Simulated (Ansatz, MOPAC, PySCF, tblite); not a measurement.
Scan of H2Be, singlet: symmetric bend, bond length relaxed. Scanned: H-Be-H angle. Other coordinates (Be-H bond length) were minimised at B3LYP/def2-TZVP.

Levels: RKS-B3LYP/6-31G* = PySCF with restricted B3LYP/6-31G*, spherical d; GFN2-xTB, 300 K electronic temperature (tblite); AM1, restricted, heats of formation (MOPAC); FCI/cc-pVDZ = full CI/cc-pVDZ, frozen core (Ansatz, an electronic-structure program).

Energies relative to the lowest point of each profile, in eV; the last columns give the difference from FCI:

| a / ° | RKS-B3LYP/6-31G* | GFN2-xTB | AM1 | FCI/cc-pVDZ | RKS-B3LYP/6-31G* − FCI/cc-pVDZ | GFN2-xTB − FCI/cc-pVDZ | AM1 − FCI/cc-pVDZ |
|---|---|---|---|---|---|---|---|
| 180 | 0.000 | 0.000 | 0.000 | 0.000 | 0.000 | 0.000 | 0.000 |
| 169.47 | 0.025 | 0.008 | 0.020 | 0.024 | 0.001 | -0.016 | -0.004 |
| 159.43 | 0.095 | 0.035 | 0.075 | 0.093 | 0.002 | -0.058 | -0.018 |
| 147.98 | 0.232 | 0.088 | 0.180 | 0.228 | 0.004 | -0.140 | -0.048 |
| 141.81 | 0.331 | 0.129 | 0.255 | 0.327 | 0.004 | -0.198 | -0.072 |
| 130.17 | 0.569 | 0.235 | 0.429 | 0.566 | 0.003 | -0.331 | -0.137 |
| 118.21 | 0.890 | 0.394 | 0.647 | 0.888 | 0.002 | -0.494 | -0.241 |
| 111.48 | 1.108 | 0.515 | 0.784 | 1.107 | 0.001 | -0.592 | -0.323 |
| 97.73 | 1.646 | 0.855 | 1.075 | 1.648 | -0.002 | -0.793 | -0.573 |
| 92.16 | 1.903 | 1.042 | 1.187 | 1.907 | -0.004 | -0.865 | -0.721 |
| 80.85 | 2.507 | 1.550 | 1.369 | 2.514 | -0.007 | -0.964 | -1.145 |
| 67.71 | 3.357 | 2.477 | 1.407 | 3.360 | -0.003 | -0.883 | -1.953 |
| 60 | 3.924 | 3.294 | 1.271 | 3.917 | 0.007 | -0.622 | -2.646 |

RKS-B3LYP/6-31G* is furthest from FCI/cc-pVDZ at 60 (0.007 eV, above); its mean absolute difference over the points is 0.003 eV.

GFN2-xTB is furthest from FCI/cc-pVDZ at 80.85 (-0.964 eV, below); its mean absolute difference over the points is 0.458 eV.

AM1 is furthest from FCI/cc-pVDZ at 60 (-2.646 eV, below); its mean absolute difference over the points is 0.606 eV.
